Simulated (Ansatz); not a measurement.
## Two structures, one formula

The two ends of one reaction step of SiN2H5Cl, singlet (PBE0-D4/def2-TZVP).

A:

```xyz
9
angstrom
Si -0.3020 -0.7363 -0.0222
N 0.1779 1.0570 0.4561
N 0.0582 -0.5750 -1.5728
H 0.6050 1.3275 -0.4347
H -1.6463 -0.8426 0.6091
Cl 0.8921 -1.7363 1.3849
H 0.8532 1.1183 1.2123
H -0.6111 1.6645 0.6549
H -0.0270 -1.2773 -2.2877
```

B:

Si1  (-0.191, -0.418, 0.239)
N2  (0.110, 1.101, 0.937)
N3  (-0.007, -0.264, -1.441)
H4  (0.824, 0.154, -1.829)
H5  (-1.517, -1.048, 0.442)
Cl6  (1.135, -1.682, 1.209)
H7  (0.427, 1.183, 1.888)
H8  (-0.373, 1.923, 0.614)
H9  (-0.408, -0.949, -2.061)
(Å)

Program: Ansatz 0.2.0. Basis: def2-TZVPP. Cores are frozen in the correlated methods. B3LYP uses VWN-RPA correlation.

(1) Which structure is lower at CCSD(T), and by how much? (To be estimated.)

No T1 diagnostic of these runs exceeds 0.013.

Results:

(1) By the calculation: B, by 44.83 kcal/mol (electronic energy, against the other). By their contacts, A is SiN₂H₅Cl ([NH][SiH]([NH3])[Cl]) and B is SiN₂H₅Cl ([NH2][SiH]([NH2])[Cl]).

All methods give the same order:

```
      method  E(B) − E(A) (kcal/mol)
       SPW92                  -40.67
      PBE-D4                  -40.56
     BLYP-D4                  -41.12
   r2SCAN-D4                  -43.69
      B97M-V                  -44.21
     PBE0-D4                  -44.34
    B3LYP-D4                  -44.33
  r2SCAN0-D4                  -46.11
    BHLYP-D4                  -48.32
CAM-B3LYP-D4                  -46.37
     wB97X-V                  -46.39
     wB97M-V                  -45.20
      B2PLYP                  -44.50
    PBE-QIDH                  -45.96
  RPA on PBE                  -43.87
          HF                  -52.85
         MP2                  -44.40
        CCSD                  -46.57
     CCSD(T)                  -44.83
```

Labels in which every atom is bracketed show which atoms are joined, not bond orders.

For scale, one of the runs: CCSD(T)/def2-TZVPP, 216 basis functions, launched by `ansatz run in.yaml --threads 4 --pin off --events-out ev --progress --plain --max-ram 9574MiB`. The run took 110 s on 4 CPU threads of an AMD EPYC (shared host), with 3.1 GiB of host memory at its peak.
